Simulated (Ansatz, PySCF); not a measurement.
CH₅Cl₂NOSi (SMILES CN[Si](O)(Cl)Cl), singlet, at a GFN2-xTB geometry, with bond 8-1 at 1.8 times its length. Base run: CASSCF(6,6)/STO-3G in PySCF.

The PySCF input:
```python
from pyscf import gto, scf, mcscf
import numpy

mol = gto.Mole()
mol.atom = '''
    C    -2.20137488    1.45475492   -0.37716827
    N    -0.77225338    1.37132745   -0.15072696
    Si    0.15609263   -0.05672438   -0.21963378
    O     0.25759695   -0.63623358   -1.73368662
    Cl    2.00008396    0.40702760    0.45298162
    Cl   -0.72346546   -1.44580945    0.94909028
    H    -2.43900525    1.60492330   -1.43384038
    H    -3.03988935   -0.21030126    0.21643625
    H    -2.61533203    2.28176982    0.20015956
    H    -0.30995698    2.25062308   -0.32313020
    H     0.69694665   -1.45155989   -1.96855882
'''
mol.basis = 'sto-3g'
mol.verbose = 4
mol.build()

mf = scf.RHF(mol)
mf.kernel()
mc = mcscf.CASSCF(mf, 6, 6)
mc.fix_spin_(ss=0.0)
mc.kernel()
occ = numpy.linalg.eigvalsh(mc.fcisolver.make_rdm1(mc.ci, mc.ncas, mc.nelecas))[::-1]
ss = mc.fcisolver.spin_square(mc.ci, mc.ncas, mc.nelecas)[0]
print('natural occupations', occ.round(4), ' <S^2>', round(ss, 4))
```

Programs used: Ansatz (an electronic-structure program), PySCF; a row that names a program was run with it.

Variants of this job, named by their change:

```
change                                                ΔE vs base (mEh)                 natural occupations  <S^2> of the state        outcome
----------------------------------------------------  ----------------  ----------------------------------  ------------------  -------------
base                                                             0.000       1.99 1.99 1.72 0.28 0.02 0.01                0.00      converged
active space = 6 electrons, 7 orbitals                         -23.099  1.98 1.98 1.72 0.28 0.02 0.02 0.00                0.00      converged
code = ansatz; correction = SC-NEVPT2, all electrons            -150.7                                   -                   -      converged
orbitals = fixed (CASCI); correction = SC-NEVPT2                -143.0       2.00 2.00 1.76 0.24 0.00 0.00                0.00      converged
active space = 6 electrons, 4 orbitals                          15.416                 2.00 2.00 1.72 0.28                0.00      converged
solver = newton                                                  0.000       1.99 1.99 1.72 0.28 0.02 0.01                0.00      converged
code = ansatz                                                  -13.471                                   -                   -      converged
active space = 4 electrons, 5 orbitals                           3.564            1.99 1.72 0.28 0.01 0.00                0.00      converged
start = MP2 natural orbitals                                   -13.493       1.98 1.98 1.72 0.28 0.02 0.02                0.00      converged
conv_tol = 1e-5                                                  0.000       1.99 1.99 1.72 0.28 0.02 0.01                0.00      converged
state_average = 2 states                                             -                                   -                   -  not converged
```

Active orbitals are taken around the Fermi level unless the row says otherwise; CASSCF can end in different local minima, and two programs can end on different orbitals. State-averaged rows give the lowest state.
